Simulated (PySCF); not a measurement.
## Exercise with solution: oscillator strength and radiative lifetime

WO2Cl, SMILES [Cl][W+](=[O])=[O], charge +1, multiplicity 1.

Geometry optimised at PBE0-D3(BJ)/def2-SVP. The multiplicity is an assumed one; other spin states were not compared. The isomer is the one that the SMILES or the coordinates give; other isomers of the formula were not compared. The def2 effective core potentials stand for the cores of W; spin–orbit coupling is left out.

TDA-M06-2X/def2-SVPD (PySCF 2.14.0) puts the first singlet state with f over 0.02 at 3.98 eV (vertical), with the transition dipole (0.491, 0.093, 0.000) in atomic units.

Task: Find the oscillator strength, the wavelength and the radiative lifetime that this transition would have in vacuum if emission retraced absorption.

Result: 
|μ|² = 0.2497 au, so |μ| = 1.27 D. ΔE = 3.98/27.211 = 0.1463 hartree. f = (2/3) ΔE |μ|² = 0.024 (the program prints 0.024).
λ = 1239.84/3.98 = 312 nm; ν = 32101 cm⁻¹.
Einstein's coefficient A = 0.6670 ν² f s⁻¹ (ν in cm⁻¹) = 1.7e7 s⁻¹, so τ = 1/A = 60 ns. This state is S3; the lower singlets have f = 0.000, 0.004. The figure is the radiative limit of this one transition; relaxation, internal conversion, crossing to triplets and a medium change what is measured.
